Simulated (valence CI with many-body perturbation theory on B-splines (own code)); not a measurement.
# Which ion has this spectrum?

A relativistic CI+MBPT calculation for an atom or ion with 40 electrons gives these levels (eV):

```
J  Parity       E     g
0    even   0.000      
1    even  13.193  1.50
4    even  18.021  1.08
2    even  18.104  1.27
3    even  19.544  1.17
0    even  29.897      
2    even  30.645  1.20
4    even  31.069  1.16
3    even  31.603  1.14
5    even  33.457  1.08
1    even  34.601  1.13
6    even  34.800  1.08
3    even  36.324  1.10
4    even  36.426  1.03
```

The energies are calculated, and their last digits are not significant.

(1) Which is it?
A. Os36+
B. Ta33+
C. Hf32+
D. Lu31+

Answers

(1) B. Ta33+, ground level (4d3/2^4) J=0.
